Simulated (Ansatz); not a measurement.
F₂H₂O₂Ti, SMILES `[OH][Ti]([OH])([F])[F]` at its PBE0-D4/def2-TZVP geometry, where that method's forces vanish. Total charge 0; spin multiplicity 1.

```xyz
7

O     0.6627    1.4020    0.5372
Ti   -0.1007   -0.0070   -0.2331
O    -0.0332   -1.3578    0.9212
F    -1.7654    0.3508   -0.6782
F     0.7254   -0.4236   -1.7301
H     0.8334    2.3072    0.2726
H    -0.3222   -2.2715    0.9103
```

(1) What forces (eV/Å) does ωB97M-V/def2-TZVPP give on these atoms in the Gaussian-basis code of Ansatz? (An estimate is asked.)

## Answers

(1) Ansatz gave: 
```
O1   0.055  0.126  0.036
Ti2  0.017  0.001  0.039
O3  -0.008 -0.123  0.071
F4  -0.138  0.029 -0.038
F5   0.068 -0.034 -0.125
H6  -0.007 -0.041  0.014
H7   0.014  0.042  0.002
```
